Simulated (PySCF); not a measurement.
## PI₃: calculation against measurement

Isolated PI₃, optimised in PySCF with density fitting and no spin–orbit coupling; def2 sets carry scalar-relativistic core potentials from Rb on. All levels below give a singlet of C3v symmetry: PBE0/def2-TZVP P–I 2.448 Å (×3), I–P–I 102.6° (×3); B3LYP/def2-TZVP P–I 2.485 Å (×3), I–P–I 103.2° (×3); PBE/def2-TZVP P–I 2.479 Å (×3), I–P–I 103.3° (×3); PBE/def2-SVP P–I 2.505 Å (×3), I–P–I 103.7° (×3).

Counting electrons, phosphorus keeps 2 of its valence electrons outside its bonds, so the VSEPR class is AX3E1 and the expected shape is trigonal pyramidal (C3v), as computed.

Measured fundamentals (Shimanouchi, Tables of Molecular Vibrational Frequencies (1972), as compiled in the NIST Chemistry WebBook) beside computed harmonic wavenumbers, in cm⁻¹:

| mode as compiled | computed symmetry | measured | rating (A best; medium not stated) | PBE0/def2-TZVP | B3LYP/def2-TZVP | PBE/def2-TZVP | PBE/def2-SVP |
| --- | --- | --- | --- | --- | --- | --- | --- |
| a1 sym str | a1 | 303 | D | 321 | 304 | 303 | 295 |
| a1 sym deform | a1 | 111 | D | 113 | 107 | 104 | 103 |
| e deg str | e | 325 | D | 344 | 320 | 319 | 310 |
| e deg deform | e | 79 | D | 76 | 74 | 71 | 70 |

Question: How close does each level come?

Answer: Mean absolute differences: PBE0/def2-TZVP 4.3 %, B3LYP/def2-TZVP 3.0 %, PBE/def2-TZVP 4.6 %, PBE/def2-SVP 6.4 %. The mean ratio of measured to computed values at B3LYP/def2-TZVP is 1.030. Harmonic values should lie a little above fundamentals, yet here they lie below on average.
